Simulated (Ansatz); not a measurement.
Isolated molecules relaxed with PBE0-D4/def2-TZVP in Ansatz; ΔE leaves out vibrations. CBS: MP2 limit from def2 TZ/QZ plus the TZ coupled-cluster correction, frozen cores. DFT in def2-TZVPP. For Se outer-core shells are correlated without core-valence functions, which leaves a few kJ/mol of doubt a bond. Scalar relativity is left out up to krypton. Each species was taken in one conformer, which may not be the lowest.

Consider the formal exchange of groups at the Se–Si bond: `OP[SiH2][SeH]` + `OCF` → `OC(F)[SeH]` + `OP[SiH3]`.

```json
{"level": "PBE0-D4", "ΔE (kJ/mol)": "109.6"}
{"level": "ωB97X-V", "ΔE (kJ/mol)": "104.3"}
```

Q: What does CCSD(T)/CBS give? (Best estimate.)

A: The calculation gave: +110.5 kJ/mol. The listed levels differ from it by -0.9, -6.2 kJ/mol.

Largest T1 diagnostic among the species: 0.013.

The D4 term adds +3.4 kJ/mol with B3LYP and +2.2 kJ/mol with PBE0; it sums over pairs of atoms, weighted by their polarisabilities, and B3LYP, whose exchange is more repulsive, gets the larger term. At CCSD(T), def2-SVP lies −9.9 kJ/mol from the extrapolated value and def2-TZVPP −5.5 kJ/mol.

B3LYP here is the variant with VWN-RPA as its local correlation; programs differ in this.
